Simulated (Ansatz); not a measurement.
```yaml
atoms:
  - { symbol: C, position_ang: [1.4000, 0.0000, 0.0000] }
  - { symbol: C, position_ang: [0.7000, 1.2124, 0.0000] }
  - { symbol: C, position_ang: [-0.7000, 1.2124, 0.0000] }
  - { symbol: C, position_ang: [-1.4000, 0.0000, 0.0000] }
  - { symbol: C, position_ang: [-0.7000, -1.2124, 0.0000] }
  - { symbol: C, position_ang: [0.7000, -1.2124, 0.0000] }
  - { symbol: O, position_ang: [2.6500, 0.0000, 0.0000] }
  - { symbol: H, position_ang: [1.2425, 2.1521, 0.0000] }
  - { symbol: O, position_ang: [-1.3250, 2.2950, 0.0000] }
  - { symbol: H, position_ang: [-2.4850, 0.0000, 0.0000] }
  - { symbol: H, position_ang: [-1.2425, -2.1521, 0.0000] }
  - { symbol: H, position_ang: [1.2425, -2.1521, 0.0000] }
```

Basis set: def2-TZVP (spherical functions). Charge 0, multiplicity 1.

Computed with Ansatz (development build ahead of 0.2.0); each method stands on the lowest determinant of its kind that the runs found. Restricted functionals stand beside restricted open-shell atoms, which can lie above the unrestricted atoms usual in DFT and then raise those values.

The atomization energy at this shape (free ground-state atoms in the same class of orbitals less the molecule, no zero-point energy) of singlet C₆H₄O₂:

```tsv
method	atomization energy
ωB97X (restricted)	58.95 eV
PBE0 (unrestricted)	60.48 eV
PBE0 (restricted)	60.00 eV
RHF	40.89 eV
```

(1) What does UHF give?

Answers

(1) 42.21 eV. Caution: the shape is not the minimum. Caution for ωB97X (restricted): no unrestricted run beside it, a lower state can exist. Caution for PBE0 (unrestricted), UHF: the unrestricted determinant is a mixture of spin states. Caution for PBE0 (restricted), RHF: an unrestricted determinant lies well below.
